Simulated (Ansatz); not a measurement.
A run for Ansatz (an electronic-structure program): U-wB97M-V/def2-TZVPP on O2 (SMILES O=O).

Ansatz 0.2 input:
```yaml
crystal:
  periodic: [false, false, false]
  atoms:
    - {symbol: O, position_ang: [0.00000000, -0.00000000, 0.60215214]}
    - {symbol: O, position_ang: [-0.00000000, 0.00000000, -0.60215214]}
basis:
  gaussian:
    orbitals: def2-TZVPP
hamiltonian:
  xc: {name: wB97M-V}
magnetization: {spin_polarized: true, initial_magnetization: 2}
```

Question: What total energy does the run end on?

Answer: -150.3506 hartree.
